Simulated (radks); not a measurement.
All-electron atom: the erbium ion Er13+ in [Kr] 4d10 4f7 5s2. Calculated with a radial shooting solver on a logarithmic mesh with Libxc functionals: Dirac Kohn-Sham, exchange-only PBE, spin-unpolarised, spherical densities, finite nucleus; open shells fill j = l - 1/2 first; Fermi nuclear charge, rms radius 5.2516 fm.

X-ray form factor f0, the Fourier transform of the density (f0(0) = 55):

| sin(theta)/lambda (1/angstrom) | f0 (electrons) |
|---|---|
| 0.05 | 54.766 |
| 0.1 | 54.076 |
| 0.15 | 52.965 |
| 0.2 | 51.487 |
| 0.25 | 49.709 |
| 0.3 | 47.706 |
| 0.4 | 43.316 |
| 0.5 | 38.833 |
| 0.6 | 34.612 |
| 0.8 | 27.603 |
| 1 | 22.630 |
| 1.25 | 18.649 |
| 1.5 | 16.151 |
| 2 | 12.640 |
